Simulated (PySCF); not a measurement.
O2Si, charge -1, multiplicity 2. Atoms are numbered in the order given.

```xyz
3

O      0.0000     1.4549     0.2593
Si     0.0000     0.0000    -0.2963
O      0.0000    -1.4549     0.2593
```
Charge -1, spin multiplicity 2.

Geometry: B3LYP-D3(BJ)/def2-TZVPD. The isomer is the one that the SMILES or the coordinates give; other isomers of the formula were not compared.

These are PySCF with ωB97X/def2-TZVPD values and carry that method's errors.

Mulliken values depend strongly on the basis, most of all with diffuse functions as here. ESP charges are fitted to the potential on shells at 1.4 to 2.0 van der Waals radii. Atomic charges (e):

```tsv
atom	ESP fit	Mulliken	meta-Löwdin	Mulliken spin
O1	-0.60	-0.60	-0.93	0.21
Si2	0.19	0.20	0.86	0.58
O3	-0.60	-0.60	-0.93	0.21
```
